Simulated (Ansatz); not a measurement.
Cost and result for the atomization energy of CH$_{6}$FNSiTe (`NC([TeH])[SiH2]F`) (11 atoms, 10 bonds).

```xyz
11

N    -0.269    1.330    0.896
C     0.468    0.203    0.471
Te   -0.049   -1.781    1.399
Si    0.368   -0.245   -1.340
F     0.686    1.027   -2.265
H    -1.235    1.317    0.602
H    -0.228    1.491    1.893
H     1.514    0.287    0.776
H    -1.619   -1.676    0.877
H     1.378   -1.281   -1.642
H    -1.014   -0.672   -1.666
```

Charge 0, multiplicity 1. Correlated methods include outer-core shells of Te, which these sets cover unevenly. Te: def2 effective core potential. The geometry is a stationary point of PBE0-D4/def2-TZVP. It is one conformer, not always the lowest. Program: Ansatz. Hardware: A = 2 threads of an AMD EPYC 7R13 on a shared host; B = 2 threads of an AMD EPYC 7R13 on a shared host and a share of an NVIDIA H100 80 GB. Times are those of one run each, without the atoms' runs, and a repeat can differ threefold. Electronic energies, without spin–orbit coupling; frozen cores. CCSD(T)/CBS adds CCSD(T) − MP2 in def2-TZVPP to the MP2 limit, and its time is that of the two runs behind it. T1 = 0.012. With those shells the extrapolation isn't a true limit. B3LYP takes the VWN-RPA correlation (the form of Gaussian; ORCA's B3LYP/G).

CCSD(T)/CBS is a level of theory with its own doubt, some kJ/mol a heavy atom from the limit and from the frozen cores, so smaller differences don't rank the functionals.

| level | functions | wall time |
| --- | --- | --- |
| PBE-D4/def2-TZVPP (with forces) [A] | 269 | 5.5 s |
| PBE0-D4/def2-TZVPP [A] | 269 | 7.5 s |
| r2SCAN-D4/def2-TZVPP (with forces) [A] | 269 | 9.1 s |
| B3LYP-D4/def2-TZVPP (with forces) [A] | 269 | 12 s |
| B2PLYP/def2-TZVPP [A] | 269 | 16 s |
| ωB97X-V/def2-TZVPP [A] | 269 | 16 s |
| CCSD(T)/def2-TZVPP [B] | 269 | 22 s |
| ωB97M-V/def2-TZVPP (with forces) [A] | 269 | 25 s |
| MP2/def2-QZVPP [B] | 503 | 29 s |
| CCSD(T)/CBS(def2) | – | 51 s |

What atomization energy does each give, and how far from CCSD(T)/CBS? (An estimate is asked.)

Computed: 
```
                                 level  atomization (kcal/mol)  difference from CCSD(T)/CBS  per bond
   PBE-D4/def2-TZVPP (with forces) [A]                   890.4                         11.3       1.1
                PBE0-D4/def2-TZVPP [A]                   870.8                         -8.3      -0.8
r2SCAN-D4/def2-TZVPP (with forces) [A]                   872.3                         -6.8      -0.7
 B3LYP-D4/def2-TZVPP (with forces) [A]                   874.9                         -4.2      -0.4
                 B2PLYP/def2-TZVPP [A]                   862.2                        -16.9      -1.7
                ωB97X-V/def2-TZVPP [A]                   877.1                         -2.0      -0.2
                CCSD(T)/def2-TZVPP [B]                   848.9                        -30.2      -3.0
  ωB97M-V/def2-TZVPP (with forces) [A]                   873.6                         -5.5      -0.5
                    MP2/def2-QZVPP [B]                   879.1                          0.0       0.0
                     CCSD(T)/CBS(def2)                   879.1                          0.0       0.0
```

In def2-TZVPP, CCSD(T) changes the Hartree–Fock value by +244.5 kcal/mol (the triples alone add +15.3 kcal/mol) and MP2 by +256.6 kcal/mol; breaking electron pairs costs correlation energy, which Hartree–Fock lacks. The D4 term adds +11.2 kcal/mol with B3LYP and +5.9 kcal/mol with PBE0; it sums over pairs of atoms, weighted by their polarisabilities, and B3LYP, whose exchange is more repulsive, gets the larger term. From PBE to PBE0 (25 % exact exchange), in def2-TZVPP and without D4, the atomization energy moves by −18.6 kcal/mol: exact exchange takes away binding that semilocal exchange gives to molecules.

Spin–orbit coupling would lower the free Te atoms strongly, and the atomization energy with them, by more than many differences here.
